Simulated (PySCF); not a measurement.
Ge(F)(SH), SMILES [F][Ge][SH], singlet at its PBE0/def2-SVP optimised geometry (Å):

```
4

Ge    -1.0508    -0.1970     0.0000
F     -1.2347     1.5493     0.0000
S      1.1942    -0.1970     0.0000
H      1.2347    -1.5493    -0.0010
```

Calculation: PBE0/def2-TZVP (PySCF). Cells within 0.4 Å of a nucleus heavier than hydrogen are left out (blank, or x).

Map of the HOMO amplitude (bohr^(-3/2)) on the plane z = 0.0 Å; orbital energy -7.61 eV, overall sign arbitrary:

```
|55555555555555555555555555555|
|55555555555555555555555555555|
|55555555555555555555555555555|
|55555555555555555555555555555|
|55555555555555555555555555555|
|55555555555655555555555555555|
|55555555566665555555555555555|
|55555544568866555555555555555|
|555555443xx976555555555555555|
|555555431xxx65555555555555555|
|55555544202455444555666555555|
|55555555434444444456666655555|
|55555666655444333457777665555|
|55556677765543221257987665555|
|5555667886xx53210xxx998765555|
|555567899xxx53200xxx998765555|
|5555678997x5542101x6987665555|
|55556678998765322246777665555|
|55556677888765433345666655555|
|55556667777765444445565555555|
|55555666666665544445555555555|
|55555556666655554445555555555|
|55555555555555555555555555555|
|55555555555555555555555555555|
|55555555555555555555555555555|
|55555555555555555555555555555|
|55555555555555555555555555555|
|55555555555555555555555555555|
|55555555555555555555555555555|
```
Scale: ten equal steps from -0.179 (start of '0') to 0.164 (end of '9'), in the order '0123456789'; x runs from -4.00 to 4.00, y from -4.00 (bottom) to 4.00 (top).
